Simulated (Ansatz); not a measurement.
`[SeH][SiH]1BO1` + `[GaH3]` → `[GaH2][SeH]` + `B1O[SiH2]1` at 298.15 K and 1 bar (formal exchange of groups at the Se–Si bond).

Computed with Ansatz on PBE0-D4/def2-TZVP structures; ΔE is electronic, products minus reactants. CCSD(T)/CBS is the MP2 limit (def2-TZVPP, def2-QZVPP) plus CCSD(T) − MP2 in def2-TZVPP, frozen cores. For Ga, Se outer-core shells are correlated without core-valence functions, which leaves a few kJ/mol of doubt a bond. Scalar relativity is left out up to krypton. Each species was taken in one conformer, which may not be the lowest.

```tsv
species	CCSD(T)/CBS energy (Eh)	H − E (kJ/mol)	S (J/(mol·K))
`[SeH][SiH]1BO1`	-2791.59801	105.8	322.6
`[GaH3]`	-1925.70545	59.6	218.4
`[GaH2][SeH]`	-4326.46797	70.5	291.2
`B1O[SiH2]1`	-390.85529	98.3	264.3
```

H − E and S are ideal-gas, rigid-rotor, harmonic terms from PBE0-D4/def2-TZVP, for one conformer and one mirror image of each species. 1 Eh = 2625.50 kJ/mol, R = 8.31446 J/(mol·K).

**Question.** By hand: ΔE, ΔH, ΔS and ΔG.

**Answer.** ΔE = (-4326.46797) + (-390.85529) − (-2791.59801) − (-1925.70545) = -0.01980 Eh = -52.0 kJ/mol. Δ(H − E) = 70.5 + 98.3 − 105.8 − 59.6 = 3.4, so ΔH = -48.6 kJ/mol. ΔS = 291.2 + 264.3 − 322.6 − 218.4 = 14.5 J/(mol·K). ΔG = -48.6 − 298.15 × (14.5)/1000 = -52.9 kJ/mol.

**Question.** By hand: the equilibrium constant, and the temperature at which ΔG would vanish if ΔH and ΔS stayed fixed.

**Answer.** log₁₀ K = −ΔG/(RT ln 10) = 9.3. ΔH and −TΔS have one sign here, so there is no such temperature.

The number of gas molecules stays the same, so ΔS is small and ΔH decides. A doubt of 5 kJ/mol in ΔE shifts log₁₀ K by 0.9 here. Other conformers and mirror images would add mixing entropy, several J/(mol·K) or more a flexible species. These are equilibria of isolated gas molecules and say nothing of rates. Largest T1 diagnostic: 0.017 (customary marks: 0.02 for closed shells, 0.045 for open ones).
